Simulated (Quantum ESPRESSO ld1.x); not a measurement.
Charge is removed step by step from the 2s up level of the carbon ion C3+, starting from [He] 2s(up 1, down 0). Calculated with ld1.x of Quantum ESPRESSO 7.5: scalar-relativistic Kohn-Sham, LDA (Slater exchange, VWN5 correlation), spin-polarised, spherical densities, point nucleus.

| removed (e) | E - E(0) (eV) | eigenvalue (eV) | E minus straight line (eV) |
|---|---|---|---|
| 0 | 0.000 | -57.284 | 0.000 |
| 0.1 | 5.805 | -58.818 | -0.634 |
| 0.2 | 11.763 | -60.339 | -1.116 |
| 0.3 | 17.872 | -61.840 | -1.446 |
| 0.4 | 24.130 | -63.313 | -1.628 |
| 0.5 | 30.533 | -64.747 | -1.664 |
| 0.6 | 37.077 | -66.123 | -1.559 |
| 0.7 | 43.755 | -67.411 | -1.321 |
| 0.8 | 50.555 | -68.550 | -0.961 |
| 0.9 | 57.455 | -69.385 | -0.500 |
| 1 | 64.394 | -68.479 | 0.000 |

Removing the whole electron costs 64.394 eV by Delta-SCF, against 57.284 eV from minus the eigenvalue at the starting occupation. Slater's transition state (half an electron removed) gives 64.747 eV. Integrating minus the eigenvalue over the occupation (Janak's theorem) gives 64.374 eV. In this scalar-relativistic scheme the density is built from large components alone, so the theorem holds only approximately. The mean slope of the eigenvalue, de/dn, is 11.2 eV per electron. Ionisation energy of C3+ in the NIST Atomic Spectra Database: 64.494 eV (measured).
